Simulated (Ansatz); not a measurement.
Basis-set series for Cl2F3HSi2 (`F[Si](F)(F)[SiH](Cl)Cl`). The species carries charge 0 and has multiplicity 1. The structure was optimised at the PBE0-D4/def2-TZVP level. It is one conformer, not always the lowest.

```json
{"functional": "PBE0-D4", "basis": "def2-SVP", "functions": "119", "energy (Eh)": "-1798.27274", "HOMO (eV)": "-8.88", "LUMO (eV)": "-0.79"}
{"functional": "PBE0-D4", "basis": "def2-TZVPP", "functions": "275", "energy (Eh)": "-1799.19740", "HOMO (eV)": "-8.98", "LUMO (eV)": "-1.08"}
{"functional": "ωB97M-V", "basis": "def2-SVP", "functions": "119", "energy (Eh)": "-1798.94752", "HOMO (eV)": "-10.92", "LUMO (eV)": "1.19"}
{"functional": "ωB97M-V", "basis": "def2-TZVPP", "functions": "275", "energy (Eh)": "-1799.87402", "HOMO (eV)": "-11.07", "LUMO (eV)": "0.81"}
```

(1) Give the rows for def2-QZVPP. (Estimate.)

Results:

(1) The calculation gave: 
```
functional       basis  functions  energy (Eh)  HOMO (eV)  LUMO (eV)
   PBE0-D4  def2-QZVPP        481  -1799.26143      -9.02      -1.18
   ωB97M-V  def2-QZVPP        481  -1799.93421     -11.11       0.61
```

Positive LUMOs are unbound and depend on the basis.

All numbers were calculated with Ansatz.
